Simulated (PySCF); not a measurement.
# Polarisability and C₆ of Ta (tantalum, neutral)

[Xe] 4f14 5d3 6s2, high-spin 4F determinant. Calculation: PySCF 2.14, in aug-cc-pwCVTZ-PP with ECP60MDF; a scalar-relativistic core potential. Coupled (time-dependent) response in atomic units; α is the mean over directions.

| method | mean α (bohr³) | C₆ (like pair) | S(−4) |
| --- | --- | --- | --- |
| UHF | 109.8 | 1459 | 8421 |
| PBE | 84.16 | 1082 | 2783 |

S(−4) is the Cauchy moment in α(ω) = α(0) + S(−4) ω² + …

Reference α: 74 ± 20 bohr³ (recommended; Schwerdtfeger and Nagle, table of static dipole polarizabilities (2023 update)). Published C₆: 887.0 (Gould and Bucko (2016)).

Spin-orbit coupling is absent.

Hartree-Fock lies above the reference because it lacks correlation, which contracts the outer shell.

α(iu) at PBE:

```
u (hartree)  α(iu) (bohr³)
          0          84.16
     0.0500          77.88
      0.100          64.57
      0.200          41.02
      0.300          27.43
      0.500          15.03
      0.750          8.976
       1.00          6.148
       1.50          3.523
       2.00          2.311
       3.00          1.214
       5.00         0.4972
```

A single London oscillator, α(iu) = α/(1 + u²/ω²), gives C₆ = (3/4) ω α². Matching the computed C₆ needs ω = 4 × 1082 / (3 × 84.16²) = 0.204 hartree.

Energies and moments cover only the electrons outside the core potential. Spin-orbit coupling, absent here, splits the open shell strongly.
